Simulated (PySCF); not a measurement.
Record of a relaxation.

Compound: C4H12Ge.
Numbering: `[CH3:1][Ge:2]([CH3:3])([CH3:4])[CH3:5]` (hydrogens: H6, H7, H8 on C1; H9, H10, H11 on C3; H12, H13, H14 on C4; H15, H16, H17 on C5)

Computed by this run: PBE0-D3(BJ)/def2-SVP geometry optimisation, gas phase (PySCF 2.14.0); density fitting, grid level 1; the optimiser is geomeTRIC in internal coordinates, started from a GFN2-xTB structure with every atom displaced at random (about 0.01 Å). The frame can shift and turn from step to step; on so coarse a grid that alone can change the energy by a few meV, and forces under 0.02 eV/Å are noise.

Step 0: E = -60840.4759 eV, largest atomic force 2.048 eV/Å
```
atom  x, y, z in Å  |  force x, y, z in eV/Å
C1     -0.452   -1.025   -1.650   -0.671   1.935   0.025
Ge2    -0.007   -0.005   -0.004    0.382   0.049  -0.181
C3     -0.042    1.948   -0.387    0.984  -0.711   1.442
C4     -1.288   -0.410    1.422   -0.767   0.483  -0.633
C5      1.811   -0.544    0.593   -0.802   0.474   0.473
H6     -1.466   -0.716   -2.006    0.458  -0.213   0.190
H7     -0.457   -2.072   -1.474    0.040  -1.390   0.230
H8      0.252   -0.782   -2.454    0.173  -0.034  -0.051
H9      0.238    2.522    0.530   -0.159  -0.319  -0.385
H10    -1.009    2.269   -0.695   -1.203   0.353  -0.419
H11     0.682    2.197   -1.150    0.417   0.126  -0.550
H12    -2.318   -0.125    1.126    0.210   0.074  -0.137
H13    -1.356   -1.464    1.642    0.223  -0.791   0.175
H14    -1.099    0.130    2.345    0.343   0.240   0.424
H15     1.846   -1.612    0.819    0.005  -0.273   0.006
H16     2.554   -0.307   -0.152    0.466   0.061  -0.616
H17     2.094    0.009    1.505   -0.099  -0.062   0.007
```

Step 1: E = -60840.5891 eV, largest atomic force 0.473 eV/Å
```
atom  x, y, z in Å  |  force x, y, z in eV/Å
C1      0.073   -1.179   -1.544    0.026  -0.464  -0.089
Ge2    -0.035   -0.013    0.019    0.032   0.005  -0.029
C3     -0.156    1.837   -0.589   -0.241   0.311  -0.166
C4     -1.576   -0.441    1.141    0.083  -0.029   0.288
C5      1.630   -0.224    1.020    0.181  -0.095  -0.130
H6     -0.767   -1.052   -2.238   -0.174   0.110   0.005
H7      0.108   -2.255   -1.276    0.023   0.299   0.048
H8      0.988   -0.951   -2.111    0.085   0.021   0.014
H9     -0.027    2.537    0.248    0.090   0.014   0.116
H10    -1.143    2.070   -1.032    0.180  -0.167  -0.003
H11     0.619    2.067   -1.341   -0.052  -0.058   0.058
H12    -2.515   -0.196    0.632   -0.127   0.081  -0.080
H13    -1.605   -1.514    1.390    0.056   0.033   0.005
H14    -1.531    0.130    2.089   -0.033  -0.102  -0.201
H15     1.758   -1.268    1.350    0.000   0.053   0.011
H16     2.477    0.027    0.354   -0.089  -0.034   0.143
H17     1.680    0.429    1.903   -0.040   0.021   0.011
```

Step 2: E = -60840.6048 eV, largest atomic force 0.168 eV/Å
```
atom  x, y, z in Å  |  force x, y, z in eV/Å
C1      0.064   -1.182   -1.549   -0.027  -0.107  -0.127
Ge2    -0.027   -0.010    0.013    0.073   0.047  -0.019
C3     -0.155    1.847   -0.592   -0.070   0.131   0.041
C4     -1.569   -0.443    1.134   -0.026  -0.031   0.024
C5      1.636   -0.228    1.025    0.017  -0.036  -0.049
H6     -0.795   -1.043   -2.225   -0.001   0.030   0.059
H7      0.096   -2.246   -1.262    0.002   0.057   0.040
H8      0.978   -0.961   -2.123   -0.013   0.000   0.014
H9     -0.025    2.544    0.251    0.019  -0.041  -0.011
H10    -1.138    2.059   -1.043    0.034  -0.064  -0.017
H11     0.620    2.073   -1.341    0.011  -0.020   0.007
H12    -2.511   -0.196    0.621    0.018   0.004  -0.001
H13    -1.588   -1.515    1.384    0.018   0.006  -0.001
H14    -1.531    0.125    2.076   -0.015   0.009  -0.012
H15     1.760   -1.269    1.360   -0.012   0.004   0.015
H16     2.492    0.022    0.379    0.003   0.002   0.030
H17     1.669    0.427    1.907   -0.029   0.008   0.006
```

Step 3: E = -60840.6098 eV, largest atomic force 0.074 eV/Å
```
atom  x, y, z in Å  |  force x, y, z in eV/Å
C1      0.053   -1.184   -1.555   -0.013   0.069  -0.022
Ge2    -0.016   -0.005    0.007    0.048   0.019  -0.019
C3     -0.149    1.855   -0.594    0.029  -0.013   0.046
C4     -1.559   -0.444    1.127   -0.013  -0.011  -0.039
C5      1.638   -0.231    1.030   -0.020  -0.006   0.006
H6     -0.821   -1.033   -2.208    0.011  -0.012   0.014
H7      0.080   -2.239   -1.250   -0.007  -0.050   0.015
H8      0.961   -0.974   -2.142   -0.025  -0.008  -0.007
H9     -0.023    2.547    0.253   -0.019  -0.007  -0.017
H10    -1.129    2.047   -1.054   -0.026   0.009  -0.017
H11     0.629    2.078   -1.338    0.018   0.007  -0.004
H12    -2.500   -0.201    0.608    0.017  -0.019   0.005
H13    -1.569   -1.515    1.377   -0.002  -0.003   0.003
H14    -1.529    0.127    2.066   -0.005   0.028   0.034
H15     1.753   -1.270    1.372   -0.009  -0.007   0.007
H16     2.507    0.020    0.404    0.026   0.007  -0.007
H17     1.651    0.426    1.912   -0.010  -0.002   0.002
```

Step 4: E = -60840.6114 eV, largest atomic force 0.074 eV/Å
```
atom  x, y, z in Å  |  force x, y, z in eV/Å
C1      0.044   -1.185   -1.558   -0.007   0.069   0.025
Ge2    -0.008   -0.002    0.003    0.021   0.007  -0.011
C3     -0.143    1.859   -0.595    0.039  -0.049   0.018
C4     -1.553   -0.443    1.122    0.002   0.009  -0.022
C5      1.640   -0.233    1.034   -0.016   0.003   0.008
H6     -0.838   -1.030   -2.197    0.004  -0.018  -0.002
H7      0.068   -2.238   -1.245   -0.005  -0.037  -0.003
H8      0.946   -0.983   -2.156   -0.013  -0.008  -0.014
H9     -0.025    2.550    0.253   -0.023   0.007  -0.007
H10    -1.121    2.045   -1.063   -0.018   0.019  -0.009
H11     0.641    2.085   -1.334    0.010   0.012   0.001
H12    -2.492   -0.207    0.599    0.005  -0.017   0.002
H13    -1.558   -1.514    1.375   -0.002  -0.003   0.006
H14    -1.529    0.132    2.060   -0.004   0.013   0.015
H15     1.746   -1.272    1.380   -0.005  -0.005   0.000
H16     2.518    0.016    0.420    0.012   0.001  -0.006
H17     1.642    0.425    1.917   -0.001  -0.003   0.000
```

Step 5: E = -60840.6126 eV, largest atomic force 0.046 eV/Å
```
atom  x, y, z in Å  |  force x, y, z in eV/Å
C1      0.034   -1.185   -1.559   -0.002   0.024   0.037
Ge2     0.000    0.002   -0.001   -0.012  -0.006   0.002
C3     -0.133    1.862   -0.597    0.025  -0.037  -0.011
C4     -1.546   -0.439    1.117    0.009   0.019   0.002
C5      1.640   -0.236    1.040   -0.001   0.003   0.005
H6     -0.857   -1.030   -2.185   -0.004  -0.011  -0.009
H7      0.054   -2.238   -1.240    0.002  -0.005  -0.013
H8      0.926   -0.993   -2.173    0.000  -0.003  -0.011
H9     -0.030    2.553    0.253   -0.015   0.010   0.004
H10    -1.106    2.045   -1.078    0.001   0.013  -0.003
H11     0.659    2.093   -1.326    0.002   0.010   0.007
H12    -2.485   -0.215    0.588   -0.005  -0.009  -0.003
H13    -1.545   -1.508    1.378    0.001   0.001   0.007
H14    -1.532    0.142    2.051   -0.003   0.001  -0.007
H15     1.737   -1.276    1.388    0.001  -0.002  -0.005
H16     2.528    0.009    0.437   -0.004  -0.004  -0.002
H17     1.634    0.421    1.923    0.005  -0.003  -0.001
```

Step 6: E = -60840.6133 eV, largest atomic force 0.029 eV/Å
```
atom  x, y, z in Å  |  force x, y, z in eV/Å
C1      0.026   -1.186   -1.558   -0.001  -0.012   0.019
Ge2     0.004    0.003   -0.003   -0.025  -0.010   0.009
C3     -0.124    1.863   -0.599    0.007  -0.009  -0.018
C4     -1.544   -0.434    1.115    0.006   0.015   0.012
C5      1.640   -0.240    1.043    0.005  -0.002   0.000
H6     -0.871   -1.032   -2.177   -0.006  -0.002  -0.005
H7      0.045   -2.239   -1.238    0.006   0.012  -0.010
H8      0.912   -0.999   -2.184    0.006   0.004  -0.003
H9     -0.036    2.554    0.252   -0.006   0.004   0.008
H10    -1.091    2.046   -1.092    0.012   0.001  -0.002
H11     0.677    2.098   -1.317    0.001   0.004   0.009
H12    -2.482   -0.221    0.580   -0.007  -0.002  -0.005
H13    -1.538   -1.501    1.385    0.004   0.004   0.007
H14    -1.537    0.156    2.044   -0.002  -0.002  -0.014
H15     1.729   -1.281    1.391    0.004   0.000  -0.005
H16     2.532    0.000    0.445   -0.009  -0.004  -0.001
H17     1.632    0.416    1.926    0.007  -0.002  -0.001
```

Step 7: E = -60840.6140 eV, largest atomic force 0.048 eV/Å
```
atom  x, y, z in Å  |  force x, y, z in eV/Å
C1      0.017   -1.187   -1.556   -0.004  -0.046  -0.013
Ge2     0.007    0.004   -0.003   -0.030  -0.010   0.016
C3     -0.109    1.863   -0.602   -0.015   0.030  -0.015
C4     -1.544   -0.422    1.113   -0.001   0.005   0.017
C5      1.639   -0.249    1.046    0.009  -0.009  -0.007
H6     -0.887   -1.036   -2.166   -0.004   0.008   0.001
H7      0.038   -2.241   -1.236    0.010   0.024  -0.001
H8      0.894   -1.005   -2.194    0.008   0.012   0.008
H9     -0.044    2.555    0.252    0.005  -0.004   0.008
H10    -1.065    2.047   -1.116    0.018  -0.013  -0.004
H11     0.707    2.104   -1.301    0.002  -0.005   0.009
H12    -2.482   -0.227    0.571   -0.004   0.004  -0.005
H13    -1.532   -1.484    1.402    0.006   0.006   0.005
H14    -1.547    0.183    2.033   -0.001   0.000  -0.016
H15     1.719   -1.291    1.393    0.005   0.002  -0.002
H16     2.534   -0.016    0.450   -0.010  -0.002  -0.001
H17     1.633    0.407    1.929    0.006   0.000   0.000
```

Step 8: E = -60840.6148 eV, largest atomic force 0.074 eV/Å
```
atom  x, y, z in Å  |  force x, y, z in eV/Å
C1      0.005   -1.190   -1.552   -0.007  -0.061  -0.042
Ge2     0.007    0.004   -0.003   -0.024  -0.007   0.017
C3     -0.088    1.863   -0.606   -0.031   0.058  -0.005
C4     -1.550   -0.403    1.113   -0.007  -0.009   0.015
C5      1.636   -0.264    1.047    0.010  -0.015  -0.013
H6     -0.905   -1.043   -2.154    0.000   0.013   0.007
H7      0.032   -2.244   -1.234    0.010   0.025   0.010
H8      0.875   -1.007   -2.201    0.007   0.017   0.017
H9     -0.056    2.553    0.250    0.013  -0.012   0.004
H10    -1.026    2.048   -1.153    0.018  -0.021  -0.006
H11     0.751    2.107   -1.275    0.005  -0.013   0.005
H12    -2.485   -0.231    0.559    0.000   0.009  -0.004
H13    -1.531   -1.456    1.431    0.004   0.007   0.003
H14    -1.564    0.227    2.016    0.001   0.004  -0.012
H15     1.705   -1.307    1.394    0.004   0.003   0.002
H16     2.533   -0.041    0.450   -0.007   0.002  -0.001
H17     1.638    0.392    1.931    0.003   0.002   0.001
```

Step 9: E = -60840.6155 eV, largest atomic force 0.063 eV/Å
```
atom  x, y, z in Å  |  force x, y, z in eV/Å
C1     -0.005   -1.195   -1.548   -0.008  -0.043  -0.045
Ge2     0.003    0.003   -0.001   -0.009  -0.003   0.011
C3     -0.068    1.861   -0.610   -0.031   0.053   0.007
C4     -1.559   -0.380    1.114   -0.007  -0.017   0.009
C5      1.631   -0.281    1.047    0.006  -0.015  -0.013
H6     -0.920   -1.052   -2.143    0.004   0.010   0.008
H7      0.031   -2.248   -1.230    0.006   0.014   0.014
H8      0.859   -1.006   -2.202    0.004   0.013   0.016
H9     -0.067    2.551    0.247    0.014  -0.011   0.000
H10    -0.984    2.047   -1.191    0.011  -0.018  -0.006
H11     0.797    2.103   -1.246    0.006  -0.014   0.001
H12    -2.491   -0.232    0.549    0.003   0.009  -0.002
H13    -1.535   -1.424    1.465    0.000   0.005   0.001
H14    -1.583    0.276    1.998    0.002   0.007  -0.004
H15     1.692   -1.325    1.392    0.001   0.003   0.005
H16     2.527   -0.068    0.444   -0.001   0.004   0.000
H17     1.647    0.374    1.930   -0.001   0.002   0.001
```

Step 10: E = -60840.6158 eV, largest atomic force 0.028 eV/Å
```
atom  x, y, z in Å  |  force x, y, z in eV/Å
C1     -0.008   -1.198   -1.546   -0.005  -0.010  -0.022
Ge2    -0.001    0.002    0.001    0.001  -0.001   0.002
C3     -0.059    1.859   -0.612   -0.015   0.021   0.010
C4     -1.565   -0.369    1.116   -0.002  -0.011   0.001
C5      1.628   -0.290    1.045    0.002  -0.007  -0.007
H6     -0.923   -1.058   -2.142    0.003   0.002   0.003
H7      0.034   -2.250   -1.227    0.001   0.002   0.008
H8      0.857   -1.003   -2.198    0.001   0.004   0.007
H9     -0.069    2.550    0.245    0.007  -0.004  -0.003
H10    -0.965    2.045   -1.209    0.003  -0.007  -0.004
H11     0.817    2.096   -1.234    0.004  -0.007  -0.002
H12    -2.496   -0.227    0.546    0.002   0.005  -0.001
H13    -1.543   -1.407    1.482   -0.002   0.002   0.000
H14    -1.592    0.301    1.989    0.001   0.005   0.001
H15     1.687   -1.333    1.391   -0.001   0.001   0.004
H16     2.522   -0.080    0.438    0.002   0.002   0.001
H17     1.651    0.366    1.928   -0.002   0.002   0.001
```

Q: Summarise the path.

A: The energy falls by 3.23 kcal/mol from step 0 to step 10; nine tenths of that is first reached at step 2. It falls at every step. The largest force goes from 2.048 to 0.028 eV/Å. Among the bonds C1–H7 changes most, from 1.062 to 1.101 Å; the atoms move by 0.035 Å rms after alignment.

The cost below is that of the whole optimisation. Time: 1.8 min wall; peak memory 0.61 GiB. Hardware: Arm Neoverse V1, one thread, shared host with 32 logical CPUs at a one-minute load of 16.
